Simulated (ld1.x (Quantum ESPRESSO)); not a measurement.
Before and after: RRKJ potential for Tc (Z = 43)

```json
{
 "Element": "Tc",
 "Generator": "ld1.x (Quantum ESPRESSO) 7.5",
 "Type": "norm-conserving RRKJ (Kleinman–Bylander form)",
 "Functional": "LDA (PZ)",
 "Relativity": "fully relativistic",
 "Frozen core": "[Ar] 3d10 4s2",
 "Valence charge": "13",
 "Reference configuration": "4p6 4d5 5s2 5p0",
 "Partial waves": "4p (bound): rc 1.50 bohr; 4d (bound): rc 1.25 bohr; 5s (bound): rc 2.15 bohr",
 "Local potential": "the s channel",
 "Core correction": "a·sin(br)/r model core inside 1.30 bohr",
 "rho0": "0.01"
}
```

Open shells are filled in proportion to 2j + 1 (rel_dist='average').

All-electron outer shells of the reference configuration (LDA (PZ), scalar-relativistic, ld1.x):

| shell | level (eV) | outermost node (bohr) | outermost maximum (bohr) |
| --- | --- | --- | --- |
| 3d | -250.19 | – | 0.31 |
| 4s | -73.39 | 0.50 | 0.95 |
| 4p | -45.40 | 0.51 | 1.03 |
| 4d | -6.81 | 0.50 | 1.27 |
| 5s | -5.27 | 1.28 | 2.72 |
| 5p | -1.53 | 1.45 | 3.63 |

Change: all radii but the core radius scaled by about 0.87 (s 1.86, p 1.30, d 1.08 bohr).

Cutoffs: the cutoffs (Ry, on a coarse ladder) from which the occupation-weighted sum of valence levels, in a spherical-Bessel basis at the reference potential, stays within 10 and 1 mRy of its value at 400 Ry; they do not see the model core or the augmentation charge, which bear on the density cutoff. Errors are all-electron minus pseudo energies relative to the spin-unpolarised reference configuration.

Task: How do hardness, ghosts and transferability respond?

Result: The potential gets harder (80 Ry and 120 Ry → 80 Ry and 140 Ry); of the 7 tests that both files solve, the error grows in 4 and shrinks in 2 by more than 15 % and 0.3 meV (median size 55.6 → 18.2 meV); neither file shows a bound ghost at the reference potential, the only one tested. A smaller radius makes the pseudo-wave follow the all-electron one further in, where it bends more sharply, so more plane waves are needed.

```csv
quantity,base,changed
"cutoff, loose",80 Ry,80 Ry
"cutoff, tight",120 Ry,140 Ry
loose cutoff by channel (10 mRy a level),"p 45 Ry, d 40 Ry, s 12 Ry","p 70 Ry, d 45 Ry, s 21 Ry"
bound ghosts,none,none
"error for 4p6 4d5 5s1 5p0, meV [ΔE 8.43 eV]",-2.3,+4.4
"error for 4p6 4d5 5s0 5p0, meV [ΔE 23.63 eV]",-22,-9.5
"error for 4p6 4d4 5s0 5p0, meV [ΔE 52.56 eV]",-88,-103
"error for 4p6 4d3 5s0 5p0, meV [ΔE 94.79 eV]",-338,-384
"error for 4p6 4d6 5s1 5p0, meV [ΔE -0.87 eV]",-56,-18
"error for 4p5 4d5 5s2 5p0, meV [ΔE 51.62 eV]",-155,+377
"error for 4p6 4d5 5s1.5 5p0, meV [ΔE 3.41 eV]",-0.4,+1.3
```

Base: These tests converged, but a pseudo level misses the all-electron one widely, so the file describes the atom poorly there or has found another state: 4p6 4d4 5s0 5p0: empty 5p by 2.5 eV; 4p6 4d3 5s0 5p0: empty 5p by 3.6 eV. Changed file: These tests converged, but a pseudo level misses the all-electron one widely, so the file describes the atom poorly there or has found another state: 4p6 4d3 5s0 5p0: empty 5s by 5.9 eV (a node warning on the way).
